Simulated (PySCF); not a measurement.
Si(H)(PH2)3 (H7P3Si), SMILES P[SiH](P)P. The structure is a stationary point at PBE-D3(BJ)/def2-SVP. The values are those of a single conformer.

Calculation: PySCF with PBE-D3(BJ)/def2-SVP.

Harmonic wavenumbers (cm⁻¹): 105, 106, 123, 136, 144, 149, 356, 453, 463, 535, 549, 588, 670, 692, 716, 763, 789, 1039, 1044, 1046, 2137, 2300, 2306, 2308, 2322, 2325, 2326. Rotational constants (GHz): 2.018, 1.923, 1.078; symmetry number 1.

### Question
Work out the zero-point energy and the ideal-gas rigid-rotor harmonic-oscillator thermochemistry at 298.15 K and 1 atm.

### Answer
ZPE = ½ Σ hcν = ½ × 26490 cm⁻¹ = 37.87 kcal/mol. H − E(el) = 44.10 kcal/mol. Entropy in cal/(mol K): translation 40.46, rotation 28.73, vibration 23.99, total 93.18. G − E(el) = 16.32 kcal/mol. Cp = 32.06 cal/(mol K). Modes under 150 cm⁻¹ make the vibrational entropy uncertain.
